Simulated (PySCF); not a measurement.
Species: C5H10N2S.
Cartesian coordinates in Å at the GFN2-xTB level; atoms count from 1:
```xyz
18
C5H10N2S angstrom
C      2.8268    1.2742   -0.1838
N      1.5124    0.7612    0.0178
C      0.9237    0.1415   -0.9132
C     -0.4367   -0.3856   -0.8682
S     -1.0473   -0.8045   -2.3603
N     -1.1499   -0.5163    0.2545
C     -0.7112   -0.1098    1.5662
C     -2.4911   -1.0452    0.2196
H      3.4799    0.8396    0.5750
H      2.7982    2.3518   -0.0147
H      3.2322    1.0677   -1.1826
H      1.3899   -0.0084   -1.8951
H      0.2921    0.3024    1.5104
H     -0.7259   -0.9697    2.2406
H     -1.3926    0.6484    1.9600
H     -2.6551   -1.5705   -0.7197
H     -3.2230   -0.2377    0.3012
H     -2.6311   -1.7329    1.0541
```

Theory: TDDFT CAM-B3LYP/def2-SVPD, vertical, gas phase, core orbitals frozen in the response (PySCF 2.14.0, density-fitted response routines). GFN2-xTB frequencies show an imaginary mode (37i cm⁻¹), so this geometry is no minimum at that level.

Ground-to-excited transition dipoles (e·a0, same axes as the geometry; the sign carries no meaning), for the states with f of 0.002 or more among the lowest 8:

```
state  E (eV)      μx      μy      μz
   S2   4.122  -0.221  -0.168  -0.806
   S3   4.236   0.244   0.300   1.059
   S4   5.996  -0.239   0.063   0.288
   S5   6.101   0.956   0.577   0.284
   S6   6.171   1.141   0.408   0.084
   S7   6.247  -0.182   0.569   0.032
   S8   6.386   0.194  -0.048  -0.124
```

Question: What oscillator strength does each state have?

Answer: f = (2/3) ΔE |μ|² with ΔE in hartree (27.2114 eV).

| state | \|μ\|² (au) | \|μ\| (D) | f |
| --- | --- | --- | --- |
| S2 | 0.727 | 2.17 | 0.073 |
| S3 | 1.270 | 2.86 | 0.132 |
| S4 | 0.144 | 0.96 | 0.021 |
| S5 | 1.327 | 2.93 | 0.198 |
| S6 | 1.475 | 3.09 | 0.223 |
| S7 | 0.358 | 1.52 | 0.055 |
| S8 | 0.055 | 0.60 | 0.009 |

Question: What angle do the transition dipoles of S2 and S4 make?

Answer: |cos θ| = |μa·μb| / (|μa| |μb|) = 0.59, so θ ≈ 54° (taken between 0 and 90°, since the signs are arbitrary).

Question: What peak molar absorption coefficient would the strongest computed level give as a lone Gaussian band 0.3 eV wide at half height?

Answer: ε(max) = 2.175×10⁸ f / FWHM, with the width in cm⁻¹. S6: 2.175×10⁸ × 0.2230 / 2420 ≈ 20000 L mol⁻¹ cm⁻¹.

On x86-64 server, one thread (shared host), this took 67 s.

One conformer stands for the species.
